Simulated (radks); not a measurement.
Question: Numerical settings for the manganese ion Mn20+, [He] 2s2 2p1. Method: scalar-relativistic Kohn-Sham, PBE, spin-polarised, spherical densities, finite nucleus; open shells are filled with parallel spins first; Fermi nuclear charge, rms radius 3.7057 fm; computed with a radial shooting solver on a logarithmic mesh with Libxc functionals. The defaults (mesh step 0.008 in ln r, mesh end at 40 bohr or more with all orbitals vanishing there, Anderson mixing 0.5 over 9 steps, residual threshold near 1e-9 with the energy settled to 1e-9 hartree or 1e-11 of itself, here a cap of 88 iterations) give E = -809.3001 hartree and 2p at -1587.8 eV in 16 iterations. Run on one thread of a shared host, so times are rough (Arm Neoverse N1): 0.1 s of CPU time, 0.1 s wall, 16 iterations on 2189 mesh points. One setting is changed at a time: mesh step in ln r 0.12; mesh step in ln r 0.05; mesh step in ln r 0.2; mesh end (bohr) 2; mesh end (bohr) 8; residual threshold 0.001; residual threshold 1e-13; mixing 0.05; linear mixing, mixing 0.05; linear mixing, mixing 0.5; mixing history 2; iteration cap 2. Which runs fail to converge, and which converge to a wrong energy?

Answer: Not converged within the cap: mesh step in ln r 0.12; mesh step in ln r 0.2; residual threshold 1e-13; linear mixing, mixing 0.05; linear mixing, mixing 0.5; iteration cap 2. No run marked as converged misses the energy by more than 1 mhartree.
